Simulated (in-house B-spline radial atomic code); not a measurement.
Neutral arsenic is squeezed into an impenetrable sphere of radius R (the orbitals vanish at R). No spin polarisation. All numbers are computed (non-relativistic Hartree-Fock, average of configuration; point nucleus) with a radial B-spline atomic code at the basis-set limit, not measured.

Energies in eV above the free atom in [Ar] 3d10 4s2 4p3:

```tsv
R (bohr)	highest level (eV)	[Ar] 3d10 4s2 4p3	[Ar] 3d9 4s2 4p3 4f1	[Ar] 3d10 4s1 4p4	-dE/dV in [Ar] 3d10 4s2 4p3 (GPa)
8.93	-8.96	0.01277	53.53	9.633	0.0187
5.86	-8.3	0.7758	61.39	10.56	2.6
4.86	-6.98	2.995	68.45	13.17	15
4.58	-6.26	4.408	71.66	14.79	25.1
3.53	-0.129	19.84	97.28	31.92	204
2.85	11.4	56.97	147.6	71.7	983
2.65	17.7	79.43	176.1	95.38	1650
2	62.9	265.9	395.2	288.3	11800
1.85	85	366.4	507.9	390.9	20300
1.29	302	1530	1753	1561	235000
```

Task: Does [Ar] 3d9 4s2 4p3 4f1 fall below [Ar] 3d10 4s2 4p3 under compression?

Result: No, it stays above over the whole range.

Task: Does [Ar] 3d10 4s1 4p4 fall below [Ar] 3d10 4s2 4p3 under compression?

Result: No, it stays above over the whole range.

The highest level is first positive in the row R = 2.85 bohr, pushed up by confinement above the zero of the free ion's potential. Each configuration is held fixed and needn't be the lowest in the sphere.
